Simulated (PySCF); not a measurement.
## Spinor energies of I+ (iodine, charge +1)

Start: [Kr] 4d10 5s1 5p5; 5s1/2 filled at m_j = +1/2; 5p1/2 filled at m_j = -1/2, +1/2; 5p3/2 filled at m_j = -1/2, +1/2, +3/2. Calculated with PySCF 2.14 in x2c-SVPall-2c with one added diffuse shell each of s, p type (7s9p4d, 54 functions): generalised Hartree-Fock with the X2C-1e Hamiltonian and a Gaussian nucleus; one run each with spin-orbit coupling (SO) switched off, then screened by Boettger's factors. This is a chosen level, not necessarily the ground level.

```
spinor shell  electrons  ε, spin-free (eV)  ε, screened SO (eV)  weight of nominal j (screened SO)  rms radius, screened SO (bohr)
       1s1/2          2           -33341.3             -33337.6                              1.000                          0.0312
       2s1/2          2            -5260.5              -5259.3                              1.000                           0.127
       2p1/2          2            -4717.2              -4925.1                              1.000                           0.109
       2p3/2          4            -4717.2              -4623.1                              1.000                           0.115
       3s1/2          2            -1114.1              -1113.7                              1.000                           0.334
       3p1/2          2            -933.68              -973.81                              1.000                           0.327
       3p3/2          4            -933.68              -915.23                              1.000                           0.338
       3d3/2          4            -663.45              -670.34                              1.000                           0.311
       3d5/2          6            -663.45              -658.39                              1.000                           0.314
       4s1/2          2            -222.68              -222.50                              1.000                           0.788
       4p1/2          2            -163.64              -171.41                              0.999                           0.827
       4p3/2          4            -163.64              -159.92                              1.000                           0.852
       4d3/2          4            -74.222              -75.178                              0.984                           0.993
       4d5/2          6            -74.222              -73.355                              0.989                           0.997
       5s1/2          1            -36.126              -36.030                              1.000                            2.06
       5p1/2          2            -19.777              -21.558                              0.650                            2.41
       5p3/2          3            -19.777              -18.671                              0.767                            2.55
```

```json
{"quantity": "E (hartree)", "spin-free": "-7110.12576", "screened SO": "-7112.22940"}
{"quantity": "M_J", "spin-free": "2", "screened SO": "2"}
{"quantity": "⟨J²⟩", "spin-free": "6.017", "screened SO": "6.017"}
{"quantity": "⟨L²⟩", "spin-free": "2.002", "screened SO": "2.026"}
{"quantity": "⟨S²⟩", "spin-free": "2.016", "screened SO": "2.034"}
```

Each row is a mean over spinors that exchange with the open shell spreads, by up to 3.842 eV (5p3/2).

Rows whose weight is well below 1 are mixtures of j = l ± 1/2: exchange outweighs spin-orbit coupling there, and the label is only the starting occupation.

Breit and QED terms are absent; they matter most for the inner s and p1/2 levels.

Densities and radii are taken from the X2C orbitals without a picture-change correction, which distorts them close to the nucleus.

Without spin-orbit coupling the j labels of p, d and f shells carry no meaning; the spin-free column gives the mean over the occupied spinors of each nl shell.
